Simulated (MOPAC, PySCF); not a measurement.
Ligands exchanged one at a time, Al SH-H. Gas-phase values, no solvent. One relaxed conformer stands for each flexible species; it need not be the lowest. Strings in code marks are SMILES.

Quantity: redistribution energy (mixed species minus the weighted end members), in kcal/mol. Semi-empirical values (MOPAC) are differences of heats of formation.

Level 1: PBE-D3(BJ)/def2-TZVP // TPSSh-D3(BJ)/def2-TZVP (PySCF)
Level 2: B3LYP/3-21G // TPSSh-D3(BJ)/def2-TZVP (PySCF)
Level 3: PBE/6-31G* // TPSSh-D3(BJ)/def2-TZVP (PySCF)
Level 4: AM1 // TPSSh-D3(BJ)/def2-TZVP (MOPAC)

```
species                                                                              level 2  level 3  level 4
-----------------------------------------------------------------------------------  -------  -------  -------
1 of 3 SH replaced by H: `[SH][AlH][SH]` (H–S–Al–S torsion 0°, S–Al–S–H torsion 0°)    -2.35    -2.25    -2.47
2 of 3 SH replaced by H: `[AlH2][SH]`                                                  -2.85    -2.83    -3.73
```

### Question
What does level 1 give for each?

### Answer

- 1 of 3 SH replaced by H: `[SH][AlH][SH]` (H–S–Al–S torsion 0°, S–Al–S–H torsion 0°): -1.78
- 2 of 3 SH replaced by H: `[AlH2][SH]`: -2.22
